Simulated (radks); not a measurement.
The numbers below are computed, except where a source is named.
Coulomb parameter of the 5d shell of neutral tungsten in the model configuration [Xe] 4f14 5d2 6s2 6p2, as a second difference U = [E(n + 0.5) + E(n - 0.5) - 2 E(n)] / (0.5)^2 with all orbitals relaxed. "Bare": the charge of the atom changes with n. "Screened": the 6p shell takes up the change at fixed total charge, which measures U(5d,5d) + U(6p,6p) - 2 U(5d,6p). Code: a radial shooting solver on a logarithmic mesh with Libxc functionals. Model: Dirac Kohn-Sham, PBE, spin-unpolarised, spherical densities, finite nucleus; open shells are shared between the two j in proportion to 2j + 1; Fermi nuclear charge, rms radius 5.3658 fm.

| case | configuration | E - E(n) (eV) |
|---|---|---|
| start | [Xe] 4f14 5d2 6s2 6p2 | 0.000 |
| bare +0.5 | [Xe] 4f14 5d2.5 6s2 6p2 | -4.047 |
| bare -0.5 | [Xe] 4f14 5d1.5 6s2 6p2 | 6.216 |
| screened +0.5 | [Xe] 4f14 5d2.5 6s2 6p1.5 | -3.172 |
| screened -0.5 | [Xe] 4f14 5d1.5 6s2 6p2.5 | 3.670 |

U(bare) = 8.676 eV, U(screened by 6p) = 1.993 eV, against the Slater integral F0(5d,5d) = 13.306 eV with frozen orbitals. The step up makes a negative ion, whose loosely bound charge lowers the bare value.
